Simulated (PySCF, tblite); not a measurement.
Isomers of C5H11F3SSi. Computed with GFN2-xTB (tblite): harmonic, unscaled wavenumbers at the GFN2-xTB geometry, gas phase. This tight-binding method is rough: wavenumbers can miss measured ones by several per cent, in bad cases by 10 to 20. Modes of hydrogen on silicon and sulfur can be 10 to 20 % off. One conformer each.

Electronic energies: PBE0/pcSseg-1 single points on the GFN2-xTB geometries (PySCF, gas phase).

```csv
SMILES,"electronic energy, lowest = 0 (kcal/mol)"
CC(C)(CS)[Si@@H](F)C(F)F,0.0
CC(C)(C)S[SiH2]C(F)(F)F,12.1
CC(C)S[SiH2]CC(F)(F)F,1.0
```

How do GFN2-xTB zero-point energies change the relative energies?

| SMILES | ZPE (kcal/mol) | of it from modes above 1550 cm⁻¹ | electronic (kcal/mol) | with ZPE, lowest = 0 (kcal/mol) | lowest mode (cm⁻¹) | rings |
| --- | --- | --- | --- | --- | --- | --- |
| CC(C)(CS)[Si@@H](F)C(F)F | 95.2 | 45.6 | 0.0 | 0.0 | 5i | 0 |
| CC(C)S[SiH2]CC(F)(F)F | 95.5 | 45.4 | 1.0 | 1.3 | 19 | 0 |
| CC(C)(C)S[SiH2]C(F)(F)F | 95.2 | 45.7 | 12.1 | 12.1 | 12 | 0 |

The zero-point energies span 0.3 kcal/mol, from `CC(C)(CS)[Si@@H](F)C(F)F` to `CC(C)S[SiH2]CC(F)(F)F`. Slightly imaginary modes are left out of the zero-point energy: `CC(C)(CS)[Si@@H](F)C(F)F` 4.7i cm⁻¹. The order is unchanged.

And how do the electronic energies of GFN2-xTB itself compare?

`CC(C)(CS)[Si@@H](F)C(F)F` 0.0; `CC(C)S[SiH2]CC(F)(F)F` 0.9; `CC(C)(C)S[SiH2]C(F)(F)F` 8.2 kcal/mol, lowest = 0. Against the energies above, taken from the same isomer `CC(C)(CS)[Si@@H](F)C(F)F`, the largest difference is 3.9 kcal/mol.
